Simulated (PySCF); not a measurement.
Al₂H₄, SMILES [AlH2][AlH2-], charge -1, multiplicity 2.

Geometry optimised at ωB97X-D3(BJ)/def2-TZVPD.

These are ωB97X-D3(BJ)/def2-TZVPD (PySCF) values and carry that method's errors.

Frequencies are harmonic and unscaled.

```csv
mode,ν (cm⁻¹),IR (km/mol),moving atoms (share of kinetic energy)
1,286,56.0,H 98 %
2,318,0.0,H 100 %
3,343,0.0,"H 81 %, Al 19 %"
4,414,0.0,Al 92 %
5,478,76.1,H 93 %
6,480,0.0,"H 80 %, Al 20 %"
7,756,379.5,H 95 %
8,818,0.0,H 94 %
9,1735,0.0,H 96 %
10,1742,974.1,H 95 %
11,1744,874.3,H 98 %
12,1780,0.0,H 98 %
```
